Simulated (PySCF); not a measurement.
**Bond curve of LiSn⁺**

Set-up: Li def2-SVP, Sn def2-SVP with ECP28; scalar-relativistic core potentials (PySCF 2.14). Energies in eV from Li⁺ + Sn in their ground configurations at the same level. State: ³Π (triplet), unpaired electrons σ ↑, π ↑.

All columns are PBE. A positive dipole points towards Sn; it is taken about the centre of mass and depends on that origin.

```csv
R (Å),E (eV),μ (D),Mulliken charge on Li (basis-dependent),HOMO (eV),LUMO (eV),Mayer bond order,⟨S²⟩
2.596,-0.703,-7.86,0.66,-9.21,-9.13,0.55,2.00
2.717,-0.788,-8.30,0.66,-9.08,-9.00,0.54,2.00
2.838,-0.835,-8.75,0.67,-8.96,-8.88,0.52,2.00
2.928,-0.852,-9.09,0.67,-8.87,-8.79,0.51,2.00
3.019,-0.858,-9.43,0.67,-8.79,-8.71,0.50,2.00
3.110,-0.856,-9.78,0.68,-8.71,-8.63,0.49,2.00
3.230,-0.843,-10.25,0.68,-8.61,-8.53,0.48,2.00
3.381,-0.815,-10.83,0.69,-8.49,-8.41,0.46,2.00
3.562,-0.772,-11.55,0.70,-8.36,-8.28,0.45,2.00
3.804,-0.706,-12.51,0.72,-8.20,-8.12,0.42,2.00
```

A fit through these points gives, at Re = 3.035 Å, μ = -9.49 D and dμ/dR = -3.82 D/Å; the reduced mass is 6.628 u.

Question: How strong is the fundamental in the double-harmonic approximation, I = 42.26·(dμ/dR)²/μred km/mol?

Answer: I = 42.26·(-3.82)²/6.628 = 93.0 km/mol at PBE.

Spin–orbit coupling is left out, which matters for elements this heavy, above all for dissociation energies. For an ion De counts to the pair picked by the measured ionisation energies or electron affinities, which need not be the lowest pair at this level. The state is the lowest determinant that a PBE0 search found; another state may lie lower at other levels.
